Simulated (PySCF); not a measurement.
Compound: C3H6Ge.
Numbering: `[CH:1]#[C:2][CH2:3][GeH3:4]` (hydrogens: H5 on C1; H6, H7 on C3; H8, H9, H10 on Ge4)

Method: PySCF 2.14.0, PBE0-D3(BJ)/def2-SVP geometry optimisation, gas phase; density fitting, grid level 1; the optimiser is geomeTRIC in internal coordinates, started from a GFN2-xTB structure with every atom displaced at random (about 0.01 Å).

Step 1: E = -59704.4324 eV
```
atom  x, y, z in Å  |  force x, y, z in eV/Å
C1      2.2360    0.1666    0.1692    1.286   0.233   0.012
C2      1.2051   -0.4519    0.2608   -0.868  -0.013  -0.051
C3     -0.1250   -1.0124    0.3128   -0.159  -0.240  -0.010
Ge4    -1.4916    0.3591   -0.1061    0.027   0.245  -0.189
H5      3.2337    0.5850    0.1229   -0.368  -0.015  -0.012
H6     -0.3481   -1.4190    1.3131    0.007  -0.014  -0.013
H7     -0.2340   -1.8428   -0.4077   -0.002   0.056   0.063
H8     -2.9139   -0.2605   -0.0602    0.189   0.035   0.004
H9     -1.2117    0.9259   -1.5329   -0.079  -0.136   0.349
H10    -1.3823    1.4951    0.9432   -0.032  -0.151  -0.154
```

Step 2: E = -59704.4552 eV
```
atom  x, y, z in Å  |  force x, y, z in eV/Å
C1      2.2563    0.1562    0.1721   -0.028  -0.347   0.082
C2      1.2006   -0.4394    0.2560    0.038   0.327  -0.081
C3     -0.1307   -1.0060    0.3103    0.015  -0.089   0.025
Ge4    -1.4926    0.3636   -0.1075    0.022   0.053  -0.044
H5      3.2441    0.5767    0.1268   -0.053   0.083  -0.021
H6     -0.3512   -1.4149    1.3099    0.017   0.003   0.001
H7     -0.2402   -1.8346   -0.4086    0.008   0.008  -0.001
H8     -2.8951   -0.2712   -0.0577   -0.009  -0.024   0.007
H9     -1.2262    0.9220   -1.5168   -0.006  -0.014   0.032
H10    -1.3968    1.4930    0.9308   -0.004   0.000   0.000
```

Question: Estimate the geometry and energy of step 3. (The exact step hangs on the optimiser's Hessian estimate; all steps are aligned on step 2, rigid shifts and turns removed.)

Answer: E = -59704.4616 eV, largest force 0.289 eV/Å
```
atom  x, y, z in Å  |  force x, y, z in eV/Å
C1      2.2700    0.1383    0.1768   -0.107  -0.262   0.059
C2      1.1992   -0.4291    0.2523    0.054   0.203  -0.051
C3     -0.1311   -0.9982    0.3081    0.043  -0.025   0.024
Ge4    -1.4971    0.3674   -0.1089   -0.008  -0.043   0.033
H5      3.2523    0.5665    0.1310    0.027   0.083  -0.018
H6     -0.3461   -1.4085    1.3082    0.004   0.007   0.004
H7     -0.2380   -1.8263   -0.4106    0.001  -0.005  -0.017
H8     -2.8908   -0.2844   -0.0543   -0.031  -0.013   0.003
H9     -1.2393    0.9228   -1.5142    0.015   0.026  -0.066
H10    -1.4109    1.4966    0.9268    0.003   0.028   0.028
```

The energy changes by -0.0065 eV. The first-order estimate −F·Δx gives -0.0086 eV and the mean of the old and new forces, exact on a quadratic surface, -0.0064 eV. The step makes an angle of 66° with the force vector and moves no atom by more than 0.023 Å.

What follows is the cost of the whole optimisation. Time: 23 s of wall time; peak memory 0.41 GiB. Hardware: one thread, Arm Neoverse V1 (aarch64), shared host.
